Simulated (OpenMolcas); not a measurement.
## Au4+ in a point-charge field

Au4+ among 6 point charges of -1.5 e arranged as an octahedron (Oh), 2.11 Å from the ion.
```
   2.1100    0.0000    0.0000  -1.50
   0.0000    2.1100    0.0000  -1.50
  -2.1100    0.0000    0.0000  -1.50
   0.0000   -2.1100    0.0000  -1.50
   0.0000    0.0000    2.1100  -1.50
   0.0000    0.0000   -2.1100  -1.50
```

| Quantity | Value |
| --- | --- |
| Program | OpenMolcas 26.06 |
| Method | CASSCF |
| Basis | ANO-RCC-VDZP [7s6p4d2f] |
| Scalar Hamiltonian | DKH2, point nucleus |
| Active space | 7 electrons in 5 orbitals (5d) |
| State averaging | 2S+1 = 4 even, 10 roots; 2S+1 = 2 even, 40 roots |
| Spin-orbit coupling | RASSI with atomic mean-field integrals over the reference wave functions |

The lowest spin-free states (labels of O, the rotations of Oh), above the lowest:

```
State  Degeneracy  E (cm-1)  Free-ion L (%)
  4T1           3       0.0          F (99)
  4T2           3      4067         F (100)
  4A2           1      8904         F (100)
   2E           2     14134          G (62)
  2T1           3     17167          G (74)
  2T2           3     17314          G (89)
  4T1           3     17820          P (99)
  2A1           1     19754         G (100)
  2T1           3     21719          P (68)
  2T2           3     23516          H (74)
  2T1           3     23628          H (82)
   2E           2     25185          H (72)
  2T1           3     27454          H (62)
  2T2           3     27550          D (75)
   2E           2     27578          D (67)
  2T2           3     38053          F (98)
  2T1           3     38402          F (95)
  2A2           1     39071         F (100)
   2E           2     59184         D (100)
  2T2           3     59353          D (98)
```

The lowest levels with spin-orbit coupling:

| E (cm-1) | Degeneracy | Label | 2S+1 | g |
| --- | --- | --- | --- | --- |
| 0.0 | 2 | Γ6 | 4 (87 %) | 4.87 4.87 4.87 |
| 725.2 | 4 | Γ8 | 4 (84 %) |  |
| 2533 | 4 | Γ8 | 4 (78 %) |  |
| 13199 | 4 | Γ8 | 4 (69 %) |  |
| 13396 | 2 | Γ7 | 4 | 1.92 1.92 1.92 |
| 15074 | 2 | Γ6 | 4 | 2.94 2.94 2.94 |
| 15249 | 4 | Γ8 | 4 (70 %) |  |
| 16465 | 2 | Γ7 | 4 (71 %) | 0.45 0.45 0.45 |
| 17536 | 4 | Γ8 | 4 (58 %) |  |
| 23535 | 4 | Γ8 | 2 (59 %) |  |
| 23966 | 4 | Γ8 | 2 (51 %) |  |
| 24388 | 2 | Γ7 | 4 | 2.18 2.18 2.18 |
| 25637 | 4 | Γ8 | 2 (72 %) |  |
| 26534 | 4 | Γ8 | 4 |  |
| 26935 | 2 | Γ6 | 2 (87 %) | 3.48 3.48 3.48 |
| 29975 | 2 | Γ6 | 4 (61 %) | 1.89 1.89 1.89 |
| 31494 | 2 | Γ6 | 2 | 3.11 3.11 3.11 |
| 32552 | 4 | Γ8 | 2 |  |
| 33251 | 2 | Γ7 | 2 | 2.14 2.14 2.14 |
| 34468 | 4 | Γ8 | 2 |  |

Powder χT (cm3 K/mol): 2.24 at 2 K, 2.28 at 10 K, 2.5 at 50 K, 2.77 at 100 K, 3.29 at 200 K, 3.73 at 300 K. The effective moment at 300 K is 2.828 √(χT) = 5.46 μB.

A least-squares ligand-field fit to the states below 45000 cm-1, each weighted by its degeneracy and with a free common offset, gives 10Dq = 4633 cm-1, B = 965 cm-1 and C = 3985 cm-1 (C/B = 4.13), with an rms deviation of 75 cm-1.

An orbital triplet at a regular site is open to Jahn-Teller coupling, which can distort the site and quench the lowest spin-orbit gaps and is left out. Without dynamic correlation the repulsion within the d shell is too large (B by tens of per cent), so at a given field states of lower spin stand too high. This shell can be high or low spin here, a state of another spin lies low, and with metal d orbitals alone active their balance is uncertain, so the ground spin may be wrong. Point charges give a weaker field than real ligands, and real ions of this kind are as a rule low spin; the high spin found here belongs to the model. This field is weak: 10Dq is about 4633 cm-1, while octahedral complexes of 5d ions of charge 3 and more, computed by the same method with explicit ligands, had a median near 35000 cm-1. Ground spin and moment need not be those of a real site. Point charges carry no covalency, so the field is a model and not that of real ligands. No measured value stands beside these numbers.

The RASSCF and RASSI steps took 14 s on 1 thread of AMD EPYC 7R43 64-Core Processor (Zen 3) (shared host); the integral step is not counted.
